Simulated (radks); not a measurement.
Task: The mean radii <r> (bohr) of the occupied orbitals of an atom or ion are listed with their occupations. Method: Dirac Kohn-Sham, exchange-only PBE, spin-unpolarised, spherical densities, finite nucleus; Fermi nuclear charge, rms radius of each element as measured or else 0.836 A^(1/3) + 0.57 fm; computed with a radial shooting solver on a logarithmic mesh with Libxc functionals.

orbital  occ.      <r>
1s1/2       2  0.04275
2s1/2       2   0.1893
2p1/2       2   0.1627
2p3/2       4   0.1666
3s1/2       2   0.5511
3p1/2       2   0.5566
3p3/2       4   0.5671
3d3/2       4   0.5856
3d5/2       6   0.5896
4s1/2       2    1.552
4p1/2       2    1.762

Name the element and its charge. Open shells, if any, fill j = l - 1/2 first.

Result: Z = 35, bromine, charge +3: Br3+ in [Ar] 3d10 4s2 4p2. The 1s radius gives Z: for a bare nucleus <r> = (2 gamma + 1)/(2Z) with gamma = sqrt(1 - (Z/c)^2), 0.04191 bohr for Z = 35, and screening makes it slightly larger (0.04275 here). The occupations add up to 32, and the charge is Z minus that.
